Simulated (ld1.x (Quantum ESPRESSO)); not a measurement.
## Configuration tests for I (TM)

ld1.x (Quantum ESPRESSO) 7.5 input, shortened:

```
&input
   title='I', zed=53., rel=2, dft='PBE', iswitch=3,
   config='[Kr] 4d10 5s2 5p5 5d-2', rel_dist='average'
 /
 &inputp
   pseudotype=2, tm=.true., lloc=0,
   nlcc=.false.
 /
3
5P  2  1   5.00   0.00  1.85  1.85  0.0
5D  3  2  -2.00   0.40  1.95  1.95  0.0
5S  1  0   2.00   0.00  1.80  1.80  0.0
 &test
   configts(1)='5s2 5p5'
 /
```

Open shells are filled in proportion to 2j + 1 (rel_dist='average').

Energies are relative to the spin-unpolarised reference configuration 5s2 5p5; without spin polarisation the order of configurations can differ from experiment.

```json
{"valence configuration": "5s2 5p4", "charge": "+1", "ΔE all-electron (eV)": "11.157", "error AE − PS (meV)": "-1.7"}
{"valence configuration": "5s2 5p3", "charge": "+2", "ΔE all-electron (eV)": "31.032", "error AE − PS (meV)": "-11"}
{"valence configuration": "5s2 5p2", "charge": "+3", "ΔE all-electron (eV)": "60.394", "error AE − PS (meV)": "-34"}
{"valence configuration": "5s1 5p6", "charge": "0", "ΔE all-electron (eV)": "10.369", "error AE − PS (meV)": "+2.6"}
{"valence configuration": "5s1 5p5", "charge": "+1", "ΔE all-electron (eV)": "22.091", "error AE − PS (meV)": "+5.9"}
{"valence configuration": "5s2 5p1", "charge": "+4", "ΔE all-electron (eV)": "99.860", "error AE − PS (meV)": "-62"}
```

Problem. What are ΔE and the potential's error for 5s2 5p4.5?

Solution. ΔE = 4.545 eV all-electron; the error (AE − PS) is -0.3 meV.

Note: ghost states, extra bound levels that the all-electron valence spectrum of the same l lacks: d3/2 at -1276.4 eV, d5/2 at -781.7 eV. A true bound ghost makes a file unfit for plane-wave use.
